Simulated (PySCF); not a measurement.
Si(H)(SH)3 (H₄S₃Si), SMILES S[SiH](S)S.

The structure is a stationary point at PBE0-D3(BJ)/def2-SVP. Other conformers were not sampled.

Calculation: PySCF with PBE/def2-TZVP.

```
Item                                                                                                           Result
---------------------------------------------------------------------------------------------  ----------------------
total energy                                                                                      -1485.94986 hartree
highest occupied level                                                                                       -6.33 eV
lowest empty level                                                                                           -1.28 eV
orbital gap                                                                                                   5.06 eV
dipole moment                                                                                                  0.94 D
quadrupole, principal values (traceless, Buckingham form, about the centre of nuclear charge)   -5.24, 1.39, 3.85 D·Å
mean static polarisability                                                                      84.6 bohr³ (12.53 Å³)
polarisability, principal values                                                               68.0, 90.9, 94.8 bohr³
```
